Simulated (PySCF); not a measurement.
# Correlation energy of Ta³⁺ (tantalum, charge +3)

[Xe] 4f14 5d2, high-spin 3F determinant. Computed with PySCF 2.14 in x2c-TZVPPall (11s7p7d3f1g, 97 functions), with scalar relativity by spin-free X2C-1e. Frozen: [Xe] 4f14; 2 electrons correlated.

With two correlated electrons CCSD is exact within the correlated space (frozen core and kept virtual orbitals).

| level | correlation energy (mhartree) |
| --- | --- |
| CCSD | -3.68 |

Diagnostics: T1 = 0.00086, D1 = 0.0012, largest double amplitude 0.011.

Q: Is a single reference adequate?

A: Yes, within this model without spin-orbit coupling: T1 lies below 0.03 and no double amplitude reaches 0.07.
